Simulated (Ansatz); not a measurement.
```xyz
9

N     1.126    0.817    1.213
C     0.180    0.559    0.411
Si    0.167   -1.122   -0.463
S    -1.170    1.675    0.106
H     1.047    1.735    1.658
H    -0.926   -1.941    0.121
H     1.480   -1.780   -0.284
H    -0.132   -0.904   -1.903
H    -1.772    0.961   -0.859
```

The species carries charge 0 and has multiplicity 1.

(1) List the PBE/def2-TZVPP orbital energies in eV (the Gaussian-basis code of Ansatz). (Estimate.)

Answers

(1) The calculation gave: Occupied: -2396.44, -1779.85, -380.50, -270.96, -209.38, -155.55, -155.44, -155.29, -137.63, -94.37, -94.35, -94.34, -22.98, -19.10, -15.08, -12.99, -12.14, -10.35, -9.55, -8.91, -8.38, -8.33, -6.38, -6.25. Lowest empty: -1.94, -1.28, -0.06, 0.10, 0.47, 0.72, 1.25, 1.85.
